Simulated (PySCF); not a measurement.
Cost of one run: shielding job, `O=C(F)c1ccc(C(=O)F)cc1`.

Method: GIAO wB97X-D/pcSseg-1 NMR shielding, non-relativistic, IEF-PCM chloroform (PySCF 2.14.0, density-fitted response routines). Geometry: PBE0-D3(BJ)/def2-SVP. Work: shieldings, ring-centre shieldings, density fitting. A driver script takes a list of jobs; this job's settings line and coordinates (Å) are shown.

Command:
```bash
OMP_NUM_THREADS=1 python probes_run.py task.json out
```

Input:
```
{"job": {"kind": "nmr", "xc": "wB97X-D", "basis": "pcSseg-1", "solvent": "chloroform", "pop": false}, "charge": 0, "multiplicity": 1}
O      3.583526    -0.632354    -0.613634
C      2.867821     0.026868     0.062827
F      3.368662     0.882164     0.962479
C      1.386423     0.031000     0.048021
C      0.644392     0.836281     0.920226
C     -0.742398     0.804784     0.869991
C     -1.387051    -0.029949    -0.049843
C     -2.868499    -0.025623    -0.064002
O     -3.583739     0.630017     0.616424
F     -3.369956    -0.878621    -0.965512
C     -0.645141    -0.835120    -0.922238
C      0.741683    -0.803531    -0.871997
H      1.160841     1.481044     1.632076
H     -1.348067     1.420784     1.537253
H     -1.161598    -1.479760    -1.634187
H      1.347342    -1.419793    -1.539041
```

Hardware: an Arm Neoverse V2 with one thread, shared host with 96 logical CPUs at a one-minute load of 40. PySCF's memory limit was set to 2400 MB.

**Question.** How large is the basis?

**Answer.** 224 functions for 86 electrons, with 1156 fitting functions; the fitted three-index integrals, 1156 × 224 × 225/2 numbers of 8 bytes, come to 220 MiB.

**Question.** How long does the run take?

**Answer.** About 48 s. The SCF took 14 cycles.

**Question.** How much memory does it need at the peak?

**Answer.** About 1.4 GiB. Peak memory is the resident size of the whole Python process, interpreter and libraries included.

The SCF part of the output:
```
coarse grid: 15512 points
cycle   1  E = -656.7152755001  dE =  2.847e+00  |g| = 1.312e+00  |ddm| = 4.167e+00
cycle   2  E = -656.4467114983  dE =  2.686e-01  |g| = 1.881e+00  |ddm| = 2.222e+00
cycle   3  E = -657.0397344637  dE = -5.930e-01  |g| = 1.519e-01  |ddm| = 1.376e+00
cycle   4  E = -657.0425823780  dE = -2.848e-03  |g| = 8.749e-02  |ddm| = 1.592e-01
cycle   5  E = -657.0437324018  dE = -1.150e-03  |g| = 1.167e-02  |ddm| = 6.570e-02
cycle   6  E = -657.0437680802  dE = -3.568e-05  |g| = 4.701e-03  |ddm| = 2.027e-02
cycle   7  E = -657.0437744036  dE = -6.323e-06  |g| = 1.145e-03  |ddm| = 5.603e-03
final grid: 156776 points
cycle   8  E = -657.1521629621  dE = -2.546e-04  |g| = 8.855e-03  |ddm| = 6.678e-02
cycle   9  E = -657.1521642991  dE = -1.337e-06  |g| = 9.435e-03  |ddm| = 1.673e-02
cycle  10  E = -657.1521771747  dE = -1.288e-05  |g| = 1.168e-03  |ddm| = 6.676e-03
cycle  11  E = -657.1521773564  dE = -1.817e-07  |g| = 6.847e-04  |ddm| = 2.059e-03
cycle  12  E = -657.1521774514  dE = -9.494e-08  |g| = 1.598e-04  |ddm| = 5.381e-04
cycle  13  E = -657.1521774561  dE = -4.724e-09  |g| = 3.746e-05  |ddm| = 1.637e-04
cycle  14  E = -657.1521774567  dE = -6.432e-10  |g| = 8.269e-06  |ddm| = 9.840e-05
converged SCF energy = -657.1521774567
```

On the final grid dE counts from the start density on that grid.

Other jobs ran on the host; a repeat could differ by tens of per cent or more.

wB97X-D is run here without its empirical dispersion term; that term would change no orbital, density or response property at a fixed geometry.
